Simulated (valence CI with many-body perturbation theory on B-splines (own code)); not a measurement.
## E1 line list for Ho LXII

Computed by valence CI with perturbative core correlation (CI+MBPT): four valence electrons over a frozen Dirac-Fock core [He], radial functions for each j: 11 s, 11 p, 10 d, 8 f, 5 g, 2 h, with the one-electron correlation potential Σ1 (screened to all orders), the two-electron term Σ2, the three-electron term Σ3, Breit, model QED; selected single and double excitations, second order for the rest, scaled by the run's own slope (own B-spline code, finite nucleus).

No measured spectrum was set against this ion. As an estimate, large intervals hold to a few tenths of a per cent, small ones and those within an open d or f shell to about a per cent. Among the levels kept, up to 910 cm⁻¹ of a level comes from second order outside the variational space, and about a tenth of that is noise between levels of different J, which matters for small intervals.

Lines 151 to 200 of 539 in falling wavelength, among levels below 89389 × 10³ cm⁻¹, chosen from the strongest by gf and those to the six lowest levels. Wavelengths and rates use the calculated energies. Electric multipoles are in the length gauge, E1 and E2 with the static RPA response of the core. Weak lines are less certain than strong ones. Lines between different terms over intervals too small for the method are left out, as are lines whose strength nearly cancels. The highest levels of a list are the least certain.

Levels are named by their leading jj configuration (3d3/2^4 stands for four electrons in 3d with j = 3/2), which in mixed levels can hold well under half, so a name can repeat and another be missing. Letters in brackets count levels of one name in rising energy.

```csv
λ vac (nm),Upper,Lower,A (s⁻¹),S (a.u.) with core polarisation,S without
1.099,(2p1/2 2p3/2^2 3p3/2) J=3 [a],(2s 2p1/2 2p3/2 3p3/2) J=2 [c],2.45e+12,1.12e-02,1.12e-02
1.098,(2p1/2 2p3/2^2 3d5/2) J=4,(2s 2p1/2 2p3/2 3d5/2) J=3 [c],2.12e+12,1.25e-02,1.25e-02
1.096,(2p1/2 2p3/2^2 3d5/2) J=3,(2s 2p1/2 2p3/2 3d5/2) J=3 [c],9.27e+11,4.22e-03,4.22e-03
1.096,(2p1/2 2p3/2^2 3s) J=2 [a],(2s 2p1/2 2p3/2 3s) J=1 [c],1.87e+12,6.09e-03,6.10e-03
1.092,(2p1/2 2p3/2^2 3p3/2) J=3 [b],(2s 2p1/2 2p3/2 3p3/2) J=2 [d],1.74e+12,7.82e-03,7.83e-03
1.086,(2p1/2 2p3/2^2 3p1/2) J=2 [a],(2s 2p1/2 2p3/2 3p1/2) J=1 [b],2.30e+12,7.28e-03,7.29e-03
1.082,(2p1/2 2p3/2^2 3d3/2) J=3 [a],(2s 2p1/2 2p3/2 3d3/2) J=2 [c],1.17e+12,5.10e-03,5.11e-03
1.081,(2p1/2 2p3/2^2 3s) J=3,(2s 2p1/2 2p3/2 3s) J=2 [c],2.43e+12,1.06e-02,1.06e-02
1.079,(2p1/2 2p3/2^2 3d3/2) J=3 [b],(2s 2p1/2 2p3/2 3d3/2) J=2 [d],1.95e+12,8.45e-03,8.47e-03
1.079,(2s 2p1/2 2p3/2^2) J=3,(2s^2 2p1/2 2p3/2) J=2,1.05e+12,4.56e-03,4.56e-03
1.077,(2p1/2 2p3/2^2 3p3/2) J=4,(2s 2p1/2 2p3/2 3p3/2) J=3 [c],3.18e+12,1.77e-02,1.77e-02
1.077,(2p1/2 2p3/2^2 3p1/2) J=2 [b],(2s 2p1/2 2p3/2 3p1/2) J=1 [c],2.54e+12,7.84e-03,7.85e-03
1.073,(2p1/2 2p3/2^2 3p1/2) J=3,(2s 2p1/2 2p3/2 3p1/2) J=2 [c],2.92e+12,1.25e-02,1.25e-02
1.072,(2p1/2 2p3/2^2 3d3/2) J=4,(2s 2p1/2 2p3/2 3d3/2) J=3 [c],2.64e+12,1.44e-02,1.45e-02
1.062,(2p1/2 2p3/2^2 3s) J=2 [b],(2s 2p1/2 2p3/2 3s) J=1 [b],1.78e+12,5.26e-03,5.27e-03
1.059,(2p1/2 2p3/2^2 3p3/2) J=2 [b],(2s 2p1/2 2p3/2 3p3/2) J=1 [e],2.86e+12,8.40e-03,8.41e-03
1.051,(2s 2p3/2^3) J=2,(2s^2 2p3/2^2) J=2,3.69e+12,1.06e-02,1.06e-02
1.046,(2s 2p3/2^2 3d5/2) J=4 [b],(2s^2 2p3/2 3d5/2) J=3,1.14e+12,5.78e-03,5.79e-03
1.046,(2s 2p3/2^2 3p3/2) J=3 [b],(2s^2 2p3/2 3p3/2) J=2,1.55e+12,6.11e-03,6.12e-03
1.045,(2p1/2^2 2p3/2^2) J=2,(2s 2p1/2^2 2p3/2) J=1,3.25e+12,9.13e-03,9.14e-03
1.043,(2p1/2 2p3/2^3) J=1,(2s 2p1/2 2p3/2^2) J=1 [a],4.76e+12,8.00e-03,8.02e-03
1.043,(2s 2p1/2 2p3/2 3d5/2) J=3 [c],(2s^2 2p1/2 3d5/2) J=2,4.09e+12,1.60e-02,1.61e-02
1.042,(2s 2p1/2 2p3/2 3p3/2) J=2 [c],(2s^2 2p1/2 3p3/2) J=1,4.04e+12,1.13e-02,1.13e-02
1.041,(2s 2p1/2 2p3/2 3d5/2) J=4 [c],(2s^2 2p1/2 3d5/2) J=3,3.92e+12,1.96e-02,1.97e-02
1.040,(2s 2p3/2^2 3d5/2) J=2 [b],(2s^2 2p3/2 3d5/2) J=1,2.03e+12,5.63e-03,5.64e-03
1.039,(2s 2p1/2 2p3/2 3p3/2) J=3 [c],(2s^2 2p1/2 3p3/2) J=2,4.21e+12,1.63e-02,1.63e-02
1.039,(2s 2p3/2^2 3d5/2) J=3 [c],(2s^2 2p3/2 3d5/2) J=3,2.14e+12,8.29e-03,8.30e-03
1.038,(2p1/2 2p3/2^2 3p3/2) J=1 [c],(2s 2p1/2 2p3/2 3p3/2) J=1 [d],2.52e+12,4.17e-03,4.18e-03
1.038,(2s 2p3/2^2 3d5/2) J=3 [a],(2s^2 2p3/2 3d3/2) J=3,1.04e+12,4.00e-03,4.00e-03
1.037,(2p1/2^2 2p3/2 3d5/2) J=2,(2s 2p1/2^2 3d5/2) J=2,2.43e+12,6.69e-03,6.70e-03
1.037,(2p1/2^2 2p3/2 3p3/2) J=1,(2s 2p1/2^2 3p3/2) J=1,2.99e+12,4.92e-03,4.93e-03
1.036,(2p1/2 2p3/2^3) J=2,(2s 2p1/2 2p3/2^2) J=2 [b],6.58e+12,1.81e-02,1.81e-02
1.036,(2s 2p1/2 2p3/2 3d3/2) J=2 [c],(2s^2 2p1/2 3d3/2) J=2,3.16e+12,8.67e-03,8.68e-03
1.035,(2p3/2^4) J=0,(2s 2p3/2^3) J=1,1.49e+13,8.14e-03,8.15e-03
1.035,(2s 2p3/2^2 3p3/2) J=2 [c],(2s^2 2p3/2 3p3/2) J=2,4.11e+12,1.13e-02,1.13e-02
1.035,(2s 2p1/2 2p3/2 3d3/2) J=1 [d],(2s^2 2p1/2 3d3/2) J=1,2.95e+12,4.84e-03,4.85e-03
1.034,(2s 2p1/2 2p3/2 3d3/2) J=2 [d],(2s^2 2p1/2 3d3/2) J=1,3.77e+12,1.03e-02,1.03e-02
1.034,(2p1/2 2p3/2^2 3p3/2) J=3 [b],(2s 2p1/2 2p3/2 3p3/2) J=3 [b],2.52e+12,9.64e-03,9.65e-03
1.034,(2p1/2 2p3/2^2 3p3/2) J=2 [c],(2s 2p1/2 2p3/2 3p3/2) J=2 [d],3.40e+12,9.28e-03,9.29e-03
1.034,(2s 2p1/2 2p3/2 3s) J=1 [b],(2s^2 2p1/2 3s) J=1,4.32e+12,7.06e-03,7.08e-03
1.033,(2s 2p1/2 2p3/2 3p1/2) J=1 [b],(2s^2 2p1/2 3p1/2) J=1,5.03e+12,8.22e-03,8.23e-03
1.033,(2p1/2^2 2p3/2 3d5/2) J=4,(2s 2p1/2^2 3d5/2) J=3,2.91e+12,1.42e-02,1.43e-02
1.033,(2p1/2^2 2p3/2 3p3/2) J=3,(2s 2p1/2^2 3p3/2) J=2,3.29e+12,1.25e-02,1.25e-02
1.033,(2s 2p1/2 2p3/2 3d3/2) J=3 [c],(2s^2 2p1/2 3d3/2) J=2,3.82e+12,1.45e-02,1.46e-02
1.031,(2s 2p1/2 2p3/2 3p1/2) J=2 [c],(2s^2 2p1/2 3p1/2) J=1,4.40e+12,1.19e-02,1.19e-02
1.031,(2s 2p1/2 2p3/2 3p1/2) J=1 [c],(2s^2 2p1/2 3p1/2) J=0,4.71e+12,7.64e-03,7.65e-03
1.030,(2p1/2 2p3/2^2 3s) J=1 [b],(2s 2p1/2 2p3/2 3s) J=2 [c],4.21e+12,6.82e-03,6.83e-03
1.030,(2s 2p1/2 2p3/2 3d5/2) J=3 [d],(2s^2 2p1/2 3d5/2) J=3,4.43e+12,1.67e-02,1.68e-02
1.030,(2p1/2^2 2p3/2 3d3/2) J=2,(2s 2p1/2^2 3d3/2) J=2,1.70e+12,4.58e-03,4.58e-03
1.029,(2p1/2 2p3/2^2 3p1/2) J=1 [b],(2s 2p1/2 2p3/2 3p1/2) J=2 [c],4.05e+12,6.53e-03,6.54e-03
```
